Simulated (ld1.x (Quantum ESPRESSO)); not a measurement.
# Which setting gave this result? (Ga (Z = 31), PAW)

Base potential:

| Property | Result |
| --- | --- |
| Element | Ga |
| Generator | ld1.x (Quantum ESPRESSO) 7.5 |
| Type | PAW |
| Functional | PBE |
| Relativity | scalar-relativistic |
| Frozen core | [Ar] |
| Valence charge | 13 |
| Reference configuration | 3d10 4s2 4p1 |
| Partial waves | 4s (bound): rcut 1.75, rcutus 2.20 bohr; 4s channel at -0.05 Ry: rcut 1.75, rcutus 2.20 bohr; 4p (bound): rcut 1.95, rcutus 2.50 bohr; 4p channel at 1.7 Ry: rcut 1.95, rcutus 2.50 bohr; 3d (bound): rcut 0.75, rcutus 1.00 bohr; 3d channel at -0.55 Ry: rcut 0.75, rcutus 1.00 bohr |
| Local potential | all-electron potential smoothed inside 2.15 bohr (lloc = -2) |
| Core correction | Bessel-smoothed model core inside 0.75 bohr |
| Augmentation charge | BESSEL, radius 0.85 bohr |

Cutoffs, loose and tight: the cutoffs (Ry, on a coarse ladder) from which the occupation-weighted sum of valence levels, in a spherical-Bessel basis at the reference potential, stays within 10 and 1 mRy of its value at 400 Ry. They do not see the model core or the augmentation charge, which bear on the density cutoff. Test errors are all-electron minus pseudo excitation energies from the reference, over the configurations 3d10 4s2 4p0; 3d10 4s1 4p0; 3d10 4s0 4p0; 3d10 4s2 4p1.3; 3d10 4s1 4p2; 3d10 4s1 4p1; 3d9 4s2 4p1; variants that change the core or the reference have their own tests.

Only the d radius is moved (1 further runs of the sweep failed or gave no value and are left out):

| d radius (bohr) | cutoff, loose | cutoff, tight | bound ghosts | largest test error (meV) |
| --- | --- | --- | --- | --- |
| 0.78 | 260 Ry | over 300 Ry | none | -174 |
| 1.04 | 140 Ry | 230 Ry | none | -164 |
| 1.18 | 110 Ry | 180 Ry | none | -156 |
| 1.34 | 80 Ry | 110 Ry | none | -134 |
| 1.52 | 50 Ry | 80 Ry | none | -56 |

Q: One more run gave cutoff, loose: 180 Ry; cutoff, tight: 300 Ry; bound ghosts: none; largest test error (meV): -170. Which value of the d radius was used?

A: 0.92 bohr. The loose cutoff moves one way along this sweep, from 260 Ry at 0.78 to 50 Ry at 1.52 bohr, which places the run between 0.78 and 1.04 bohr.
